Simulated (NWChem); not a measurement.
Molecule: C3H4Cl2; SMILES CC=C(Cl)Cl

Question: Give the equilibrium geometry at PBE0/def2-SVP (NWChem) as an XYZ file, with the point group.

Answer: point group Cs; any orientation.
```
9

C     -0.9539     2.2620     0.0000
C     -1.1233     0.7833     0.0000
C     -0.1438    -0.1260     0.0000
Cl     1.5369     0.2740     0.0000
Cl    -0.4616    -1.8235     0.0000
H     -1.4377     2.7080    -0.8845
H      0.1050     2.5511     0.0000
H     -1.4377     2.7080     0.8845
H     -2.1407     0.3802     0.0000
```
